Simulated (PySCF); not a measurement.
Record of a relaxation.

Compound: CH13N3Si4.
Bonds: Si1–C2, C2–Si3, Si3–N4, N4–Si5, Si5–N6, N6–Si7, Si7–N8, Si3–N8. Hydrogens: H9, H10, H11 on Si1; H12, H13 on C2; H14 on Si3; H15 on N4; H16, H17 on Si5; H18 on N6; H19, H20 on Si7; H21 on N8.

Computed by this run: PySCF, PBE0-D3(BJ)/def2-SVP geometry optimisation, gas phase; density fitting, grid level 1; the optimiser is geomeTRIC in internal coordinates, started from a GFN2-xTB structure with every atom displaced at random (about 0.01 Å). 4 of its 19 geometries are shown. The frame can shift and turn from step to step; on so coarse a grid that alone can change the energy by a few meV, and forces under 0.02 eV/Å are noise.

Step 0: E = -37200.3160 eV, largest atomic force 2.000 eV/Å
```
atom  x, y, z in Å  |  force x, y, z in eV/Å
Si1     2.899   -0.401    0.491   -0.980   1.377  -0.224
C2      2.078    1.031   -0.496   -0.668  -0.386   0.546
Si3     0.177    0.941   -0.660    1.488   0.328   0.140
N4     -0.227   -0.575   -1.335   -1.747  -0.457   0.861
Si5    -1.675   -1.505   -0.986    0.678   1.162   0.462
N6     -2.620   -0.538    0.106    0.318  -0.190  -0.103
Si7    -2.058    0.478    1.385   -0.092   0.361  -0.259
N8     -0.485    1.035    0.920   -1.333  -0.922  -0.523
H9      2.371   -0.419    1.880   -0.081  -0.078   0.133
H10     4.329   -0.150    0.559    0.860   0.034   0.045
H11     2.646   -1.667   -0.167   -0.122  -0.815  -0.341
H12     2.350    1.989   -0.029    0.054   0.123   0.097
H13     2.481    1.073   -1.506    0.359  -0.052  -0.523
H14    -0.334    2.043   -1.493   -0.033   0.408  -0.325
H15     0.357   -0.986   -2.012    1.091  -0.503  -1.036
H16    -2.486   -1.687   -2.175   -0.470  -0.397  -0.713
H17    -1.267   -2.774   -0.386    0.077  -0.742   0.076
H18    -3.601   -0.773    0.153   -0.291   0.040  -0.102
H19    -1.929   -0.228    2.673   -0.066  -0.069   0.489
H20    -3.065    1.585    1.488   -0.014  -0.037   0.248
H21    -0.011    1.549    1.611    0.970   0.816   1.051
```

Step 6: E = -37200.6284 eV, largest atomic force 0.159 eV/Å
```
atom  x, y, z in Å  |  force x, y, z in eV/Å
Si1     2.876   -0.147    0.392    0.063   0.027  -0.019
C2      1.960    1.167   -0.596    0.024   0.067  -0.040
Si3     0.101    0.936   -0.678   -0.019  -0.130   0.089
N4     -0.233   -0.659   -1.310    0.041   0.117  -0.027
Si5    -1.629   -1.617   -0.933   -0.004   0.039   0.020
N6     -2.555   -0.675    0.202    0.014  -0.016   0.011
Si7    -2.021    0.351    1.502    0.009  -0.013  -0.072
N8     -0.515    1.013    0.956    0.038   0.068  -0.092
H9      2.354   -0.223    1.790   -0.017  -0.005   0.005
H10     4.334    0.186    0.459   -0.012  -0.019   0.011
H11     2.740   -1.493   -0.245   -0.016   0.001  -0.001
H12     2.178    2.157   -0.156   -0.022  -0.010   0.003
H13     2.381    1.198   -1.618   -0.040  -0.018   0.008
H14    -0.512    1.997   -1.536    0.003   0.009  -0.004
H15     0.488   -1.057   -1.906   -0.027  -0.064   0.028
H16    -2.543   -1.874   -2.093    0.022  -0.024  -0.007
H17    -1.181   -2.950   -0.416   -0.019  -0.006  -0.010
H18    -3.557   -0.675    0.034    0.001   0.010  -0.002
H19    -1.776   -0.338    2.809   -0.019   0.006   0.013
H20    -3.126    1.340    1.714    0.009  -0.002   0.043
H21     0.124    1.396    1.646   -0.032  -0.036   0.043
```

Step 12: E = -37200.6476 eV, largest atomic force 0.058 eV/Å
```
atom  x, y, z in Å  |  force x, y, z in eV/Å
Si1     2.978   -0.049    0.377    0.009  -0.003   0.008
C2      1.943    1.184   -0.593   -0.049   0.016  -0.028
Si3     0.100    0.841   -0.603    0.006  -0.002   0.006
N4     -0.167   -0.774   -1.218   -0.035  -0.008  -0.025
Si5    -1.673   -1.601   -0.971    0.011   0.009   0.023
N6     -2.599   -0.541    0.059    0.020   0.020  -0.014
Si7    -2.070    0.347    1.463    0.013  -0.015  -0.017
N8     -0.502    0.951    1.033   -0.024   0.001   0.010
H9      2.485   -0.152    1.786    0.001   0.001   0.000
H10     4.416    0.361    0.417    0.000   0.000   0.000
H11     2.900   -1.407   -0.245   -0.002  -0.001   0.000
H12     2.100    2.196   -0.181    0.015  -0.003   0.003
H13     2.300    1.214   -1.637    0.022  -0.001   0.008
H14    -0.609    1.839   -1.459    0.007   0.006  -0.001
H15     0.622   -1.283   -1.602    0.018   0.000   0.021
H16    -2.494   -1.811   -2.205   -0.005  -0.002   0.000
H17    -1.402   -2.950   -0.379   -0.002  -0.009  -0.015
H18    -3.559   -0.379   -0.229   -0.007  -0.013   0.009
H19    -1.936   -0.468    2.713   -0.007   0.012   0.011
H20    -3.118    1.387    1.714   -0.005  -0.004   0.004
H21     0.171    1.127    1.773    0.013  -0.005  -0.003
```

Step 18: E = -37200.6509 eV, largest atomic force under 0.02 eV/Å
```
atom  x, y, z in Å  |  force x, y, z in eV/Å
Si1     2.968   -0.002    0.421   -0.004  -0.001   0.002
C2      1.935    1.203   -0.586    0.001  -0.006   0.004
Si3     0.095    0.849   -0.612    0.001   0.010  -0.008
N4     -0.157   -0.762   -1.243   -0.001  -0.006   0.002
Si5    -1.659   -1.600   -1.019   -0.001  -0.002  -0.006
N6     -2.589   -0.572    0.037   -0.002  -0.008   0.005
Si7    -2.071    0.313    1.448   -0.003   0.006   0.004
N8     -0.515    0.950    1.023    0.003  -0.017   0.007
H9      2.480   -0.056    1.835    0.002   0.002   0.000
H10     4.408    0.399    0.442    0.001   0.000  -0.001
H11     2.878   -1.381   -0.152    0.000   0.001   0.000
H12     2.087    2.222   -0.189   -0.001   0.002  -0.002
H13     2.310    1.214   -1.625    0.002   0.002  -0.001
H14    -0.618    1.843   -1.466   -0.003   0.000   0.002
H15     0.661   -1.293   -1.529    0.002   0.002   0.001
H16    -2.487   -1.780   -2.254   -0.001   0.002   0.000
H17    -1.371   -2.969   -0.481    0.001   0.001   0.001
H18    -3.569   -0.469   -0.208    0.001   0.004  -0.004
H19    -1.921   -0.501    2.698    0.001  -0.003  -0.003
H20    -3.140    1.329    1.709    0.000   0.001  -0.002
H21     0.163    1.094    1.766    0.000   0.009  -0.002
```

**Question.** Summarise the path.

**Answer.** The energy falls by 32.31 kJ/mol from step 0 to step 18; nine tenths of that is first reached at step 5. It falls at every step. The largest force goes from 2.000 to under 0.02 eV/Å. Among the bonds Si1–H11 changes most (a near tie, within 0.001 Å, with another), from 1.449 to 1.496 Å; the atoms move by 0.291 Å rms after alignment.

**Question.** Follow the three bonds and two angles with the largest change from start to end.

**Answer.** 
```
step  E above end (kJ/mol)  largest force (eV/Å)  Si1–H11 (Å)  Si5–H16 (Å)  Si1–C2 (Å)  H16–Si5–H17 (°)  Si5–N4–H15 (°)
   0                 32.31                 2.000        1.449        1.451       1.923            112.6           113.9
   1                  7.81                 0.529        1.498        1.505       1.889            104.6           115.2
   2                  4.69                 0.177        1.495        1.500       1.884            105.7           116.3
   3                  3.96                 0.107        1.494        1.498       1.881            106.5           116.9
   4                  3.55                 0.107        1.494        1.498       1.880            106.9           117.3
   5                  2.81                 0.169        1.494        1.498       1.881            107.2           118.3
   6                  2.17                 0.159        1.495        1.499       1.882            107.3           118.8
   7                  1.57                 0.099        1.495        1.499       1.883            107.0           118.8
   8                  1.14                 0.075        1.495        1.499       1.883            106.8           118.5
   9                  0.90                 0.094        1.496        1.498       1.882            106.8           118.4
  10                  0.67                 0.091        1.496        1.498       1.880            107.0           118.5
  11                  0.47                 0.066        1.496        1.497       1.879            107.3           118.9
  12                  0.32                 0.058        1.496        1.497       1.879            107.4           119.3
  13                  0.23                 0.036        1.496        1.498       1.880            107.3           119.6
  14                  0.18                 0.039        1.496        1.498       1.880            107.2           119.6
  15                  0.12                 0.038        1.496        1.498       1.881            107.0           119.5
  16                  0.07                 0.047        1.496        1.498       1.881            106.9           119.2
  17                  0.02                 0.031        1.496        1.498       1.880            106.9           118.9
  18                  0.00            under 0.02        1.496        1.498       1.880            107.0           118.7
```

The cost below is that of the whole optimisation. The run took 17 min of wall time on one thread of an Intel Xeon at 2.50 GHz, shared host with 64 logical CPUs at a one-minute load of 64, and the process peaked at 0.95 GiB of memory.
